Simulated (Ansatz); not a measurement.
Molecule: Ga2O (charge +1, doublet). 
Structure (B3LYP-D3(BJ)/def2-TZVP (Ansatz, an electronic-structure program) minimum search):
```xyz
3

Ga     0.0000     0.0000    -1.8075
O      0.0000     0.0000     0.0000
Ga     0.0000     0.0000     1.8075
```
Charge +1, spin multiplicity 2.

Total electronic energies in hartree. Correlated levels leave the core frozen unless marked. Open shells are spin-unrestricted. No spin-orbit coupling. Frozen are the shells of the preceding noble gas and the d and f shells that filled before the atom's block. No relativistic terms. Basis-set limits of correlation are two-point, X^-3; Hartree-Fock from the larger set. The bracket is a focal-point correction in the basis named.

```tsv
level	program	energy (Eh)
HF/cc-pVDZ	Ansatz	-3921.10409
RI-HF/aug-cc-pVTZ	Ansatz	-3921.27196
PBE/def2-TZVPD	Ansatz	-3924.09666
PBE-D4/def2-TZVPD	Ansatz + dftd4	-3924.09993
r2SCAN-D4/def2-TZVPD	Ansatz + dftd4	-3924.68393
r2SCANh-D4/def2-TZVPD	Ansatz + dftd4	-3924.65437
B2GP-PLYP-D3(BJ)/def2-TZVPD	Ansatz + dftd3	[?]
RI-MP2/CBS(aug-cc-pVTZ,aug-cc-pVQZ)+[CCSD(T)-MP2]/aug-cc-pVDZ	Ansatz	-3921.6741
CCSD(T)/CBS(cc-pVTZ,cc-pVQZ)	Ansatz	-3921.6697
```

Question: Complete the blanks.

Answer: 
- B2GP-PLYP-D3(BJ)/def2-TZVPD, energy (Eh): -3923.56672
